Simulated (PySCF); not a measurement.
# Computed vibrations of Y2S3

Y2S3 (singlet). PySCF 2.14.0, RKS PBE0, Y def2-SVP with ECP28, S def2-SVP; non-relativistic Hamiltonian with scalar-relativistic core potentials where named; density fitting; no spin-orbit coupling. Central differences of gradients.

```xyz
5

Y     0.0000    0.0000    2.6057
Y     0.0000    0.0000   -2.6057
S     0.0000    0.0000    0.0000
S     0.0000    0.0000    4.9271
S     0.0000    0.0000   -4.9271
```

Run from Python with OMP_NUM_THREADS=2. Where DIIS fails, smearing, a level shift and second-order steps follow.
It took 28 s on 2 threads of AMD EPYC 9R45 96-Core Processor (Zen 5) (shared host).

What are the harmonic wavenumbers and infrared intensities?

Modes are labelled in D∞h; negative numbers are unstable modes, those under 60 cm⁻¹ near the noise; a finer grid moves soft modes by up to 10 cm⁻¹.
```csv
cm⁻¹,km/mol,symmetry
-94,–,πu
-94,–,πu
-80,–,πg
-80,–,πg
14,1.1,πu
14,1.1,πu
148,0.0,σg+
378,471.7,σu+
477,430.3,σu+
492,0.0,σg+
```

Is this a minimum?

No: 4 unstable; the lowest moves the atoms so:
```
Y   -0.28 -0.03  0.00
Y   -0.28 -0.03  0.00
S    0.66  0.06  0.00
S    0.45  0.04  0.00
S    0.45  0.04  0.00
```
